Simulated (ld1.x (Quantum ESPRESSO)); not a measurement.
Transferability test, PAW potential for V

V, PAW, made with ld1.x (Quantum ESPRESSO) 7.5 (PBEsol, fully relativistic). Core [Ar], reference 3d3 4s1.5 4p0 (charge +0.5). Waves: 4s (bound): rcut 2.45, rcutus 2.70 bohr; 4s channel at 0.15 Ry: rcut 2.45, rcutus 2.70 bohr; 4p (bound, empty): rcut 3.80, rcutus 4.15 bohr; 4p channel at 2.05 Ry: rcut 3.80, rcutus 4.15 bohr; 3d (bound): rcut 1.85, rcutus 2.35 bohr; 3d channel at 0.25 Ry: rcut 1.85, rcutus 2.35 bohr. Local part: all-electron potential smoothed inside 2.30 bohr (lloc = -1). Core correction: a·sin(br)/r model core, default radius (ld1.x builds one for every PAW set, though the input has nlcc=.false.). Augmentation charge: PSQ, inside the norm-conserving radii.

Open shells are filled in proportion to 2j + 1 (rel_dist='average').

Energies are relative to the spin-unpolarised reference configuration 3d3 4s1.5 4p0; without spin polarisation the order of configurations can differ from experiment. Not all tests gave a result: 3 of 7 tests not solved or not reliable. Left out of the table: 3d4 4s1 4p0 (solver errors, printed error -154 eV); 3d4 4s0 4p0 (solver errors, printed error -126 eV); 3d1 4s0 4p0 (solver errors, printed error -17.6 eV). The frozen-core shift is the all-electron ΔE with the core orbitals held at their reference shape minus the fully relaxed ΔE.

```json
{"valence configuration": "3d3 4s2 4p0", "charge": "0", "ΔE all-electron (eV)": "-3.100", "error AE − PS (meV)": "-0.3", "frozen-core shift (meV)": "+0.3"}
{"valence configuration": "3d2 4s2 4p0", "charge": "+1", "ΔE all-electron (eV)": "7.896", "error AE − PS (meV)": "-263", "frozen-core shift (meV)": "+268"}
```

What are ΔE and the potential's error for 3d3 4s0 4p0?

ΔE = 18.853 eV all-electron; the error (AE − PS) is +0.1 meV.

What are ΔE and the potential's error for 3d3 4s1 4p0?

ΔE = 4.650 eV all-electron; the error (AE − PS) is -0.5 meV.

Levels in the configuration 3d3 4s0 4p0:

```
   level  all-electron (eV)  pseudo (eV)
3d j=3/2            -21.311      -21.386
3d j=5/2            -21.239      -21.315
```

The ghost test of this file was not conclusive.
